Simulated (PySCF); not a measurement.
Ga(Cl)2(NH3) (Cl2GaH3N), SMILES [Cl][Ga+]([Cl])<-[NH3] (connectivity only; charge and spin as stated), charge +1, multiplicity 1.

Geometry: B3LYP-D3(BJ)/def2-SVP. The spin state was assumed, not searched. The isomer is the one that the SMILES or the coordinates give; other isomers of the formula were not compared.

Computed with PySCF 2.14.0 with TDA-LC-ωPBE/def2-SVPD.

Vertical excitations. Isolated molecule, no solvent.

Problem. List the lowest excited states. (An estimate is asked for; the answer gives what the named calculation found.)

Solution. 
```tsv
state	energy (eV)	λ (nm)	f	main pairs
S1	6.59	188	0.000	HOMO−1→LUMO 90 %
S2	6.64	187	0.013	HOMO→LUMO 88 %
S3	6.87	181	0.054	HOMO−2→LUMO 89 %
S4	7.08	175	0.000	HOMO→LUMO+1 97 %
S5	7.16	173	0.045	HOMO−3→LUMO 89 %
S6	7.21	172	0.000	HOMO−2→LUMO+1 96 %
S7	7.42	167	0.036	HOMO−1→LUMO+1 82 %
S8	7.98	155	0.007	HOMO−3→LUMO+1 86 %
S9	8.70	142	0.000	HOMO−4→LUMO+1 97 %
S10	9.01	138	0.391	HOMO−4→LUMO 57 %, HOMO→LUMO+2 13 %
T1	6.08	204	0	HOMO→LUMO 87 %
T2	6.10	203	0	HOMO−1→LUMO 87 %
T3	6.23	199	0	HOMO−2→LUMO 88 %
T4	6.47	192	0	HOMO−3→LUMO 85 %
```
Triplets are in the Tamm–Dancoff approximation.
